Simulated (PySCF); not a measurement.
C₂H₈N₂Si. Atoms are numbered in the order given.

```xyz
13

Si     0.3817     0.3387    -0.3754
N      1.2311    -0.9150    -1.2061
N      1.0775     0.7701     1.1522
C     -1.3789    -0.2943    -0.2318
C     -2.0641    -0.2498     0.9216
H      0.4298     1.6185    -1.1485
H      0.8988    -1.8722    -1.1643
H      2.2369    -0.8781    -1.3366
H      1.1498     0.1066     1.9174
H      1.0268     1.7240     1.4942
H     -1.8861    -0.7119    -1.1153
H     -3.0953    -0.6128     1.0164
H     -1.6065     0.1631     1.8308
```

Geometry: r2SCAN-D4/def2-SVP. One conformer was computed; it need not be the lowest.

Calculation: PySCF with SMD-ωB97X/def2-SVP.

Solvation free energies are E(SMD) − E(gas) at the gas-phase geometry, for 1 M in both phases. In vacuum the dipole moment is 1.65 D.

Estimate the solvation free energies in water, tetrahydrofuran, chlorobenzene. (An estimate is asked for; the answer gives what the named calculation found.)


```csv
solvent,ΔG(solv) (kcal/mol),its non-electrostatic (CDS) part,dipole (D)
water,-1.0,5.5,2.17
tetrahydrofuran,-3.1,2.1,2.05
chlorobenzene,-3.2,1.7,2.02
```
